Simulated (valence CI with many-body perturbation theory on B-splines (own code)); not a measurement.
# Cd XLIV: calculated level list

Computed by valence CI with perturbative core correlation (CI+MBPT): three valence electrons over a frozen Dirac-Fock core [He], a basis of 11 s, 11 p, 10 d, 8 f, 5 g, 2 h functions for each j, with the one-electron correlation potential Σ1, the two-electron term Σ2, the three-electron term Σ3, Breit, model QED; selected CI, second order for the rest, scaled by the run's own slope (own B-spline code, finite nucleus).

No measured spectrum was set against this ion. As an estimate, large intervals hold to a few tenths of a per cent, small ones and those within an open d or f shell to about a per cent.

Levels 91 to 135 of 196, with energies above the lowest level, (2s^2 2p1/2) J=1/2. "Leading %" is the weight of the configuration and term that name the level; weights of strongly mixed levels are sums over their largest components and can fall short, so below about 35 % the name and the second component can differ from the true leading terms, or belong to a minority configuration. In the jj column 3d3/2^4 stands for four electrons in 3d with j = 3/2. Lifetimes count E1, E2, E3, M1 and M2 decay at the calculated energies, and are blank where another channel may lead or the interval is too uncertain; long ones can be off by a factor of two.

| No. | Configuration | Term | J | E (eV) | Leading % | g | Lifetime | Leading jj |
| --- | --- | --- | --- | --- | --- | --- | --- | --- |
| 91 | 2p2 3p | 2P° | 1/2 | 4592.7 | 85 | 0.678 | 13.3 fs | 2p1/2 2p3/2 3p3/2 (98 %) |
| 92 | 2p2 3d | 4F | 7/2 | 4597.2 | 45 | 1.075 | 550 fs | 2p1/2 2p3/2 3d3/2 (82 %) |
| 93 | 2p2 3d | 4D | 7/2 | 4602.3 | 50 | 1.287 | 138 fs | 2p1/2 2p3/2 3d5/2 (88 %) |
| 94 | 2p2 3d | 4P | 5/2 | 4606.2 | 35 | 1.206 | 3.98 fs | 2p1/2 2p3/2 3d3/2 (61 %) |
| 95 | 2p2 3d | 4D | 3/2 | 4609.7 | 38 | 1.076 | 5.79 fs | 2p1/2 2p3/2 3d5/2 (51 %) |
| 96 | 2p2 3d | 2G | 9/2 | 4615.5 | 59 | 1.192 | 1.40 ps | 2p1/2 2p3/2 3d5/2 (99 %) |
| 97 | 2p2 3d | 4P | 3/2 | 4617.7 | 48 | 1.414 | 3.04 fs | 2p1/2 2p3/2 3d3/2 (51 %) |
| 98 | 2p2 3d | 4D | 5/2 | 4618.0 | 37 | 1.142 | 3.69 fs | 2p1/2 2p3/2 3d5/2 (69 %) |
| 99 | 2p2 3d | 4P | 1/2 | 4618.9 | 40 | 1.832 | 2.97 fs | 2p1/2 2p3/2 3d3/2 (98 %) |
| 100 | 2p2 3d | 2D | 5/2 | 4629.2 | 59 | 1.206 | 2.47 fs | 2p1/2 2p3/2 3d5/2 (88 %) |
| 101 | 2p2 3d | 2F | 7/2 | 4633.7 | 62 | 1.109 | 2.69 fs | 2p1/2 2p3/2 3d5/2 (93 %) |
| 102 | 2p2 3d | 2D | 3/2 | 4636.6 | 61 | 0.949 | 3.92 fs | 2p1/2 2p3/2 3d5/2 (98 %) |
| 103 | 2p2 3d | 2P | 1/2 | 4640.0 | 66 | 1.066 | 3.42 fs | 2p1/2 2p3/2 3d5/2 (97 %) |
| 104 | 2p2 3s | 4P | 5/2 | 4675.3 | 58 | 1.423 | 132 fs | 2p3/2^2 3s (97 %) |
| 105 | 2p2 3s | 2P | 3/2 | 4682.1 | 53 | 1.158 | 22.5 fs | 2p3/2^2 3s (98 %) |
| 106 | 2p2 3s | 2S | 1/2 | 4720.9 | 72 | 1.974 | 39.0 fs | 2p3/2^2 3s (98 %) |
| 107 | 2p2 3p | 2P° | 3/2 | 4722.5 | 27 | 1.424 | 10.7 fs | 2p3/2^2 3p1/2 (99 %) |
| 108 | 2p2 3p | 2D° | 5/2 | 4725.3 | 45 | 1.176 | 10.4 fs | 2p3/2^2 3p1/2 (98 %) |
| 109 | 2p2 3p | 2P° | 1/2 | 4763.8 | 67 | 0.800 | 11.3 fs | 2p3/2^2 3p1/2 (74 %) |
| 110 | 2p2 3p | 2D° | 5/2 | 4773.4 | 53 | 1.301 | 12.9 fs | 2p3/2^2 3p3/2 (100 %) |
| 111 | 2p2 3p | 4D° | 7/2 | 4773.9 | 60 | 1.303 | 14.0 fs | 2p3/2^2 3p3/2 (99 %) |
| 112 | 2p2 3p | 2P° | 1/2 | 4778.2 | 72 | 1.078 | 11.2 fs | 2p3/2^2 3p3/2 (75 %) |
| 113 | 2p2 3p | 2P° | 3/2 | 4805.3 | 62 | 1.300 | 12.4 fs | 2p3/2^2 3p3/2 (99 %) |
| 114 | 2p2 3d | 2D | 3/2 | 4819.0 | 37 | 1.139 | 4.15 fs | 2p3/2^2 3d3/2 (98 %) |
| 115 | 2p2 3d | 4D | 5/2 | 4819.7 | 28 | 1.197 | 4.21 fs | 2p3/2^2 3d3/2 (90 %) |
| 116 | 2p2 3d | 2P | 1/2 | 4821.3 | 58 | 1.106 | 5.21 fs | 2p3/2^2 3d3/2 (79 %) |
| 117 | 2p2 3d | 2F | 7/2 | 4822.3 | 36 | 1.163 | 4.31 fs | 2p3/2^2 3d3/2 (82 %) |
| 118 | 2p2 3d | 2F | 7/2 | 4825.2 | 59 | 1.158 | 28.8 fs | 2p3/2^2 3d5/2 (83 %) |
| 119 | 2p2 3p | 2P° | 3/2 | 4825.5 | 68 | 1.314 | 12.4 fs | 2p3/2^2 3p3/2 (98 %) |
| 120 | 2p2 3d | 4F | 9/2 | 4826.1 | 59 | 1.233 | 1.13 ps | 2p3/2^2 3d5/2 (99 %) |
| 121 | 2p2 3d | 2S | 1/2 | 4839.0 | 41 | 1.746 | 4.18 fs | 2p3/2^2 3d5/2 (79 %) |
| 122 | 2p2 3d | 2P | 3/2 | 4848.9 | 53 | 1.211 | 3.43 fs | 2p3/2^2 3d5/2 (83 %) |
| 123 | 2p2 3d | 2D | 5/2 | 4853.1 | 62 | 1.152 | 3.20 fs | 2p3/2^2 3d5/2 (93 %) |
| 124 | 2p2 3d | 2D | 3/2 | 4869.7 | 82 | 0.835 | 3.00 fs | 2p3/2^2 3d3/2 (83 %) |
| 125 | 2p2 3d | 2D | 5/2 | 4879.6 | 70 | 1.183 | 4.28 fs | 2p3/2^2 3d5/2 (96 %) |
| 126 | 2s2 4s | 2S | 1/2 | 5380.7 | 97 | 1.998 | 39.6 fs | 2s^2 4s (97 %) |
| 127 | 2s2 4p | 2P° | 1/2 | 5400.4 | 97 | 0.662 | 66.5 fs | 2s^2 4p1/2 (97 %) |
| 128 | 2s2 4p | 2P° | 3/2 | 5426.3 | 97 | 1.331 | 77.2 fs | 2s^2 4p3/2 (97 %) |
| 129 | 2s2 4d | 2D | 3/2 | 5441.4 | 97 | 0.796 | 8.33 fs | 2s^2 4d3/2 (97 %) |
| 130 | 2s2 4d | 2D | 5/2 | 5449.1 | 98 | 1.197 | 8.82 fs | 2s^2 4d5/2 (98 %) |
| 131 | 2s2 4f | 2F° | 5/2 | 5457.8 | 97 | 0.853 | 18.5 fs | 2s^2 4f5/2 (97 %) |
| 132 | 2s2 4f | 2F° | 7/2 | 5461.4 | 98 | 1.140 | 18.7 fs | 2s^2 4f7/2 (98 %) |
| 133 | 2s 2p 4s | 4P° | 1/2 | 5471.8 | 78 | 2.220 | 43.3 fs | 2s 2p1/2 4s (100 %) |
| 134 | 2s 2p 4p | 4D | 1/2 | 5489.5 | 66 | 0.415 | 33.1 fs | 2s 2p1/2 4p1/2 (100 %) |
| 135 | 2s 2p 4s | 4P° | 3/2 | 5489.9 | 66 | 1.585 | 39.6 fs | 2s 2p1/2 4s (97 %) |
